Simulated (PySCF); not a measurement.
## Electron correlation in Ne⁺ (neon, charge +1)

[He] 2s2 2p5, 2P determinant. All numbers are calculated (PySCF 2.14, the non-relativistic Hamiltonian (point nucleus), in def2-SVP (3s2p1d, 14 functions)). Frozen: 1s2; 7 electrons correlated.

MP2 pair energies summed by pair of shells (mhartree):

| pair | energy | share (%) |
| --- | --- | --- |
| 2p-2p | -84.95 | 65.3 |
| 2s-2p | -38.21 | 29.4 |
| 2s-2s | -6.91 | 5.3 |

Total MP2 correlation energy: -130.06 mhartree.

Same-spin part -32.95 and opposite-spin part -97.11 mhartree; SCS-MP2 scales them by 1/3 and 6/5 to -127.52 mhartree.

```
  level  correlation energy (mhartree)
   CCSD                        -140.70
    (T)                          -1.06
CCSD(T)                        -141.76
```

Diagnostics: T1 = 0.0037, D1 = 0.0059, largest double amplitude 0.038.

Cost of the coupled-cluster step: 0.12 s of wall time on 1 thread of Neoverse-N1 (shared host), for 7 correlated electrons.

Iterations:

```
CC2 = 0
CCSD nocc = (np.int64(4), np.int64(3)), nmo = (13, 13)
frozen orbitals [[0], [0]]
max_cycle = 100
direct = 0
conv_tol = 1e-08
conv_tol_normt = 1e-06
diis_space = 8
diis_start_cycle = 0
Init t2, MP2 energy = -0.130061589889774
Init E_corr(UCCSD) = -0.130061589891555
cycle = 1  E_corr(UCCSD) = -0.13862768828322  dE = -0.00856609839  norm(t1,t2) = 0.0187841
cycle = 2  E_corr(UCCSD) = -0.1402108457288  dE = -0.00158315745  norm(t1,t2) = 0.00444524
cycle = 3  E_corr(UCCSD) = -0.140711991610816  dE = -0.000501145882  norm(t1,t2) = 0.00178809
cycle = 4  E_corr(UCCSD) = -0.140701159551723  dE = 1.08320591e-05  norm(t1,t2) = 0.000409898
cycle = 5  E_corr(UCCSD) = -0.140697814171543  dE = 3.34538018e-06  norm(t1,t2) = 5.8651e-05
cycle = 6  E_corr(UCCSD) = -0.14069879948386  dE = -9.85312317e-07  norm(t1,t2) = 1.15401e-05
cycle = 7  E_corr(UCCSD) = -0.140698774039635  dE = 2.54442246e-08  norm(t1,t2) = 1.62043e-06
cycle = 8  E_corr(UCCSD) = -0.140698781423585  dE = -7.38395006e-09  norm(t1,t2) = 2.28325e-07
UCCSD converged
E(UCCSD) = -127.7889865576944  E_corr = -0.140698781423585
UCCSD(T) correction = -0.00105585901734291
```
